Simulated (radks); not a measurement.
Br-, 36 electrons, occupied as [Kr].

All-electron calculation, scalar-relativistic Kohn-Sham, LB94 model potential, spin-polarised, spherical densities, finite nucleus; Fermi nuclear charge, rms radius 4.1629 fm; Watson sphere of charge +1.18 and radius 3.07 bohr. Program: a radial shooting solver on a logarithmic mesh with Libxc functionals.

Energy parts (hartree; the electron-nucleus part includes the sphere):
part                   energy
kinetic            2675.38061
electron-nucleus  -6330.72970
Hartree            1127.84176
(The LB94 potential has no energy functional, so no total or exchange-correlation energy is given.)

Orbitals (lengths in bohr, moments of r in powers of bohr):
[
 {"orbital": "1s", "occ.": "2", "eigenvalue (hartree)": "-492.9685", "<r^2>": "0.002450"},
 {"orbital": "2s", "occ.": "2", "eigenvalue (hartree)": "-64.67725", "<r^2>": "0.04208"},
 {"orbital": "2p", "occ.": "6", "eigenvalue (hartree)": "-57.20022", "<r^2>": "0.03321"},
 {"orbital": "3s", "occ.": "2", "eigenvalue (hartree)": "-9.07955", "<r^2>": "0.3514"},
 {"orbital": "3p", "occ.": "6", "eigenvalue (hartree)": "-6.71834", "<r^2>": "0.3734"},
 {"orbital": "3d", "occ.": "10", "eigenvalue (hartree)": "-2.80130", "<r^2>": "0.4246"},
 {"orbital": "4s", "occ.": "2", "eigenvalue (hartree)": "-0.92654", "<r^2>": "3.258"},
 {"orbital": "4p", "occ.": "6", "eigenvalue (hartree)": "-0.48003", "<r^2>": "5.587"}
]

The highest occupied level is 4p at -13.062 eV. The density falls to 0.001 e/bohr^3 at r = 4.36 bohr. Summed over all electrons, <r^2> = 47.52 bohr^2, which gives a Langevin (diamagnetic) susceptibility term of -37.6 x 10^-6 cm^3/mol. The electron density at the nucleus is 4.498e+04 e/bohr^3 (large components only).
